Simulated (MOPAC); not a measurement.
Input for MOPAC: PM6 on BH3O2 (SMILES OBO), a point of a torsion scan.

```
PM6 1SCF PRECISE CHARGE=0 THREADS=1
BH3O2

O     -1.26757476 1    -0.18323700 1    -0.38773590 1
B      0.05520764 1     0.07946406 1    -0.33991161 1
O      0.75494215 1    -0.13811138 1    -1.46763079 1
H     -1.68401498 1    -0.45317903 1     0.42662919 1
H      0.58529522 1     0.43195183 1     0.66668980 1
H      1.67656514 1     0.11128219 1    -1.45798568 1
```

It printed:

```
*******************************************************************************
 **                                                                           **
 **                              MOPAC v23.2.5                                **
 **                                                                           **
 *******************************************************************************
 ** MOPAC's Digital Object Identifier: https://doi.org/10.5281/zenodo.6511958 **
 **                                                                           **
 ** Please cite the open-source release paper for use of this MOPAC version:  **
 ** J. E. Moussa and J. J. P. Stewart (2026)                                  **
 ** MOPAC: An open-source semiempirical molecular orbital program             **
 ** J. Open Source Softw., 11(119), 8025, https://doi.org/10.21105/joss.08025 **
 *******************************************************************************

                              PM6 CALCULATION RESULTS

 *******************************************************************************
 *  PM6        - The PM6 Hamiltonian to be used
 *
 *
 *
 *                 CHARGE ON SYSTEM = 0
 *
 *
 *
 *  PRECISE    - TIGHTER CRITERIA TO BE USED
 *  1SCF       - DO 1 SCF AND THEN STOP
 *  THREADS=1  - MULTI-THREADING NOT USED
 *  T=         - A TIME OF 172800.0 SECONDS REQUESTED
 *  DUMP=N     - RESTART FILE WRITTEN EVERY 7200.0 SECONDS REQUESTED
 *******************************************************************************
PM6 1SCF PRECISE CHARGE=0 THREADS=1
 BH3O2

   ATOM   CHEMICAL          X               Y               Z
  NUMBER   SYMBOL      (ANGSTROMS)     (ANGSTROMS)     (ANGSTROMS)

     1       O         -1.26757476  *  -0.18323700  *  -0.38773590  *
     2       B          0.05520764  *   0.07946406  *  -0.33991161  *
     3       O          0.75494215  *  -0.13811138  *  -1.46763079  *
     4       H         -1.68401498  *  -0.45317903  *   0.42662919  *
     5       H          0.58529522  *   0.43195183  *   0.66668980  *
     6       H          1.67656514  *   0.11128219  *  -1.45798568  *



          CARTESIAN COORDINATES

    NO.       ATOM           X           Y           Z

     1         O         -1.2676     -0.1832     -0.3877
     2         B          0.0552      0.0795     -0.3399
     3         O          0.7549     -0.1381     -1.4676
     4         H         -1.6840     -0.4532      0.4266
     5         H          0.5853      0.4320      0.6667
     6         H          1.6766      0.1113     -1.4580

 General Reference for PM6:
 "Optimization of Parameters for Semiempirical Methods V: Modification of NDDO Approximations
 and Application to 70 Elements", J. J. P. Stewart, J. Mol. Mod., 13, 1173-1213 (2007)
 URL: https://link.springer.com/article/10.1007/s00894-007-0233-4

           Empirical Formula: H3 O2 B  =     6 atoms



      MOLECULAR POINT GROUP   :   C1


      RHF CALCULATION, NO. OF DOUBLY OCCUPIED LEVELS = 9


 -------------------------------------------------------------------------------
 PM6 1SCF PRECISE CHARGE=0 THREADS=1
 BH3O2



     1SCF WAS SPECIFIED, SO BFGS WAS NOT USED
     SCF FIELD WAS ACHIEVED


                              PM6 CALCULATION
                                                       MOPAC v23.2.5 Linux




          FINAL HEAT OF FORMATION =       -141.29227 KCAL/MOL =    -591.16685 KJ/MOL


          COSMO AREA              =         76.32 SQUARE ANGSTROMS
          COSMO VOLUME            =         57.24 CUBIC ANGSTROMS

          IONIZATION POTENTIAL    =         10.949572 EV
          HOMO LUMO ENERGIES (EV) =        -10.950  1.388
          NO. OF FILLED LEVELS    =          9
          MOLECULAR WEIGHT        =         45.8325         POINT GROUP:  C1

          MOLECULAR DIMENSIONS (Angstroms)

            Atom       Atom       Distance
            H     6    H     4     3.89408
            H     5    O     3     1.92517
            O     1    H     6     0.33866


          SCF CALCULATIONS        =          1





   ATOM   CHEMICAL          X               Y               Z
  NUMBER   SYMBOL      (ANGSTROMS)     (ANGSTROMS)     (ANGSTROMS)

     1       O         -1.26757476  *  -0.18323700  *  -0.38773590  *
     2       B          0.05520764  *   0.07946406  *  -0.33991161  *
     3       O          0.75494215  *  -0.13811138  *  -1.46763079  *
     4       H         -1.68401498  *  -0.45317903  *   0.42662919  *
     5       H          0.58529522  *   0.43195183  *   0.66668980  *
     6       H          1.67656514  *   0.11128219  *  -1.45798568  *

                             CARTESIAN COORDINATES

   1    O       -1.267574760    -0.183237000    -0.387735900
   2    B        0.055207640     0.079464060    -0.339911610
   3    O        0.754942150    -0.138111380    -1.467630790
   4    H       -1.684014980    -0.453179030     0.426629190
   5    H        0.585295220     0.431951830     0.666689800
   6    H        1.676565140     0.111282190    -1.457985680


           Empirical Formula: H3 O2 B  =     6 atoms



      MOLECULAR POINT GROUP   :   C1


                  EIGENVALUES
 -30.80570 -30.20332 -21.22342 -17.67325 -16.86175 -14.42620 -13.82623 -12.33745
 -10.94957   1.38760   2.00215   3.95581   4.21331   5.18910   6.26141


              NET ATOMIC CHARGES AND DIPOLE CONTRIBUTIONS

  ATOM NO.   TYPE          CHARGE      No. of ELECS.   s-Pop       p-Pop
    1          O          -0.530962        6.5310     1.69197     4.83900
    2          B           0.317398        2.6826     0.96809     1.71451
    3          O          -0.513637        6.5136     1.69561     4.81803
    4          H           0.348212        0.6518     0.65179
    5          H           0.035236        0.9648     0.96476
    6          H           0.343753        0.6562     0.65625
 DIPOLE           X         Y         Z       TOTAL
 POINT-CHG.     1.505     0.428     2.511     2.958
 HYBRID        -0.121    -0.112    -0.253     0.302
 SUM            1.384     0.316     2.258     2.667


          ATOMIC ORBITAL ELECTRON POPULATIONS

     Atom    s        px        py        pz
    1  O   1.69197   1.47694   1.79246   1.56959
    2  B   0.96809   0.62413   0.40039   0.68999
    3  O   1.69561   1.38434   1.77324   1.66046
    4  H   0.65179
    5  H   0.96476
    6  H   0.65625

 **********************
 *                    *
 * JOB ENDED NORMALLY *
 *                    *
 **********************




 == MOPAC DONE ==
```

The run finished.

Cost: roughly 0.020 core-seconds.
